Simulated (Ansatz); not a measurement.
Molecule: sum formula SiOF3, net charge -1, singlet state. It need not be the lowest isomer of its formula. Whether it binds its extra electron was not tested at this geometry. 
Geometry from a B3LYP-D3(BJ)/def2-TZVP (Ansatz, a first-principles code) optimisation:
```xyz
5

Si     0.1512    -0.0247    -0.0581
F     -0.1658    -0.5371     1.4542
F     -0.3764     1.5125     0.0367
F     -1.0857    -0.7098    -0.8649
O      1.5669    -0.2557    -0.6025
```
Charge -1, spin multiplicity 1.

Basis-set convergence of Hartree-Fock and MP2 correlation energies (hartree) with Ansatz. Valence correlation only, unless marked. Spin-orbit coupling is left out. No relativistic terms.

| basis | functions | E(HF) | E(corr, MP2) |
|---|---|---|---|
| aug-cc-pV(D+d)Z | 124 | -662.46410 | -0.92173 |
| aug-cc-pV(T+d)Z | 239 | -662.59275 | -1.14801 |
| aug-cc-pV(Q+d)Z | 409 | -662.62486 | -1.23474 |

Extrapolating the two largest sets (X = 3 and 4) as X^-3: E(corr) = (64·(-1.23474) - 27·(-1.14801))/37 = -1.2980 Eh, an estimate of the basis-set limit. The largest set recovers 95.1 % of it, the smallest 71.0 %.
